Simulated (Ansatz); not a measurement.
Ansatz (a quantum-chemistry and plane-wave program) input (B3LYP/6-31G*):

Ansatz 0.2 input:
```yaml
crystal:
  periodic: [false, false, false]
  atoms:
    - {symbol: As, position_ang: [0.00000000, 0.00000000, 0.00000000]}
basis:
  gaussian:
    orbitals: 6-31G*
hamiltonian:
  xc: {name: B3LYP}
magnetization: {spin_polarized: true, initial_magnetization: 3}
scf: {lower_state_search: full}
```

From the last part of the output:

```
Functional definition: B3LYP
integrals: 0.00 GiB planned
236 factors; integrals over basis functions are off by at most 7.9e-4 eV
mean field: 0.09 GiB planned
mean field evaluation 1: about -60832.8591 eV, gradient 3.7e0 eV
mean field evaluation 2: about -60832.8596 eV, gradient 3.7e0 eV
mean field evaluation 4: about -60832.9126 eV, gradient 2.4e-1 eV
mean field evaluation 8: about -60832.9127 eV, gradient 2.0e-4 eV
mean field evaluation 16: about -60832.9123 eV, gradient 2.0e-1 eV
mean field evaluation 32: about -60832.9127 eV, gradient 1.9e-3 eV
mean field -60832.91273361 eV, -2235.5683089309 hartree, gradient 4.1e-6 eV, S^2 3.750475; 2 other end points of the search recorded, 0 dependent functions left out
reference -60832.91288051 eV, -2235.5683143293 hartree; 18, 15 occupied and 17, 20 virtual orbitals, 236 factors
Total energy: -60832.91288051 eV, -2235.5683143293 hartree
```
